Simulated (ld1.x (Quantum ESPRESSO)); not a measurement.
## Scattering properties, RRKJ potential for P

ld1.x (Quantum ESPRESSO) 7.5 input, shortened:

```
&input
   title='P', zed=15., rel=1, dft='PBESOL', iswitch=3,
   config='[Ne] 3s2 3p2 3d-2'
 /
 &inputp
   pseudotype=2, tm=.false., rho0=0.005, lloc=-1, rcloc=1.70,
   nlcc=.true., new_core_ps=.true., rcore=0.80
 /
3
3S  1  0   2.00   0.00  1.75  1.75  0.0
3P  2  1   2.00   0.00  1.25  1.25  0.0
3D  3  2  -2.00  -0.10  1.80  1.80  0.0
 &test
   configts(1)='3s2 3p2'
 /
```

The phase is arctan(r·u′/u) with u = r·R(r), unwrapped; energies in Ry, scanned from -4 to 5 Ry. A pole is an energy at which the radial function vanishes at the test radius. The pseudo phase is shifted by a multiple of π to meet the all-electron one at the reference energy, and phase errors are pseudo minus all-electron; the curves can meet again beyond the range given. Levels narrower than the energy grid can be missing from the lists of poles.

Task: For each channel, where are the poles, and over which energies does the pseudopotential scatter like the atom?

Result:

```
channel  radius (bohr)  reference energy (Ry)  poles, all-electron  poles, pseudo  unbroken range about the reference energy with phases within 0.05 rad  phase error 1 Ry above the reference energy (rad)
      s           1.96                  -1.71                 0.67           0.57                                                              below 2.6                                             -0.003
      p           1.96                  -1.04                 1.73           1.57                                                              below 3.2                                             -0.005
      d           1.96                  -0.10                 2.66           2.74                                                              below 4.8                                             +0.004
```

Phases in the s channel:

```
E (Ry)  all-electron  pseudo
 -4.00         1.136   1.133
 -3.76         1.095   1.093
 -3.52         1.044   1.041
 -3.28         0.976   0.973
 -3.04         0.883   0.879
 -2.80         0.749   0.746
 -2.56         0.550   0.547
 -2.32         0.255   0.252
 -2.08        -0.139  -0.140
 -1.84        -0.539  -0.539
 -1.60        -0.849  -0.849
 -1.36        -1.058  -1.059
 -1.12        -1.199  -1.200
 -0.88        -1.297  -1.300
 -0.64        -1.369  -1.373
 -0.40        -1.424  -1.429
 -0.16        -1.468  -1.473
  0.08        -1.504  -1.510
  0.32        -1.534  -1.542
  0.56        -1.560  -1.569
  0.80        -1.583  -1.594
  1.04        -1.604  -1.617
  1.28        -1.623  -1.639
  1.52        -1.642  -1.661
  1.76        -1.659  -1.683
  2.00        -1.677  -1.706
  2.24        -1.694  -1.730
  2.48        -1.711  -1.757
  2.72        -1.729  -1.788
  2.96        -1.748  -1.825
  3.20        -1.768  -1.871
  3.44        -1.790  -1.932
  3.68        -1.814  -2.020
  3.92        -1.841  -2.158
  4.16        -1.872  -2.402
  4.40        -1.909  -2.863
  4.64        -1.953  -3.522
  4.88        -2.007  -4.007
```
